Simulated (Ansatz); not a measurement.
The same path of ClF5Mo + FH (9 atoms, charge 0, multiplicity 1) was run twice with different band settings. Lost on the way: Mo1–Cl2, F8–H9. Made: Mo1–F8, Cl2–H9.

Theory: Ansatz 0.2.0, RKS PBE/def2-SVP.

Relaxed end points:

```xyz
9
Properties=species:S:1:pos:R:3
Mo -0.189 -0.186 -0.105
Cl -0.083 -0.066 2.203
F 1.646 -0.206 -0.221
F -0.241 1.648 -0.233
F -2.034 -0.223 -0.036
F -0.195 -2.031 -0.028
F -0.277 -0.286 -1.948
F 2.093 2.153 1.528
H 1.650 1.666 2.193
```

```xyz
9
Properties=species:S:1:pos:R:3
Mo 0.219 0.221 -0.496
Cl 0.001 0.042 3.735
F 1.817 -0.001 -1.387
F -0.032 1.821 -1.376
F -1.372 0.464 0.395
F 0.492 -1.370 0.385
F -0.662 -0.666 -1.847
F 1.112 1.120 0.859
H 0.794 0.837 3.084
```

Common settings: movable images 5; climbing image yes; optimiser quadratic models (default); start path through a guess of the saddle point; force threshold 0.05 eV/Å; iteration limit 60; end points relaxed.

| run | spring |
| --- | --- |
| 1 | 5.0 eV/Å² |
| 2 | 0.1 eV/Å² |

**Question.** What does each run give, and how far can it be trusted?

**Answer.** Run 1: converged after 26 iterations, highest image 0.325 eV above the first end. A vibrational analysis at the climbing image gives one clearly imaginary mode, 286i cm⁻¹: a first-order saddle point.
Run 2: converged after 32 iterations, highest image 0.324 eV above the first end. Another band between the same ends (5 images) ends at a top of the same energy, where a vibrational analysis finds 1 clearly imaginary mode.
The orbitals stay closed-shell, which can raise the energy where a bond breaks towards radicals; this wasn't checked here.
